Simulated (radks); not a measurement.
Problem. All-electron atom: the tin ion Sn38+ in [Ne] 3s2. All-electron calculation, Dirac Kohn-Sham, PBE, spin-unpolarised, spherical densities, point nucleus. Program: a radial shooting solver on a logarithmic mesh with Libxc functionals.

Spin-orbit splittings of the eigenvalues, e(l+1/2) - e(l-1/2), with zeta = 2 splitting/(2l+1) and mean radii in bohr:

| shell | occ. | splitting (eV) | zeta (eV) | <r> j=l-1/2 | <r> j=l+1/2 |
|---|---|---|---|---|---|
| 2p | 6 | ? | ? | 0.1038 | 0.1089 |
| 3p | 0 | 61.07 | 40.72 | 0.2823 | 0.2898 |

Estimate the 2p splitting.

Solution. 239.3 eV (zeta = 159.5 eV).
